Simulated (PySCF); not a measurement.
A structure optimised at B3LYP-D3(BJ)/def2-SVP, used in a PySCF frequency run:

```xyz
7

O     -0.9186     1.8314     0.5678
Ge    -0.5447     0.1245     0.3644
O     -1.9398    -0.6545    -0.3507
F     -0.2302    -0.5206     1.9453
Br     1.2973    -0.3077    -0.9131
H     -0.2673     2.3070     1.1028
H     -2.7675    -0.2511    -0.0492
```
Charge 0, spin multiplicity 1.

Question: Write its SMILES and formula.

Answer: [OH][Ge]([OH])([F])[Br], BrFGeH2O2

Question: What are its rotational constants (standard atomic weights)?

Answer: 3.4906, 1.2673, 1.2495 GHz
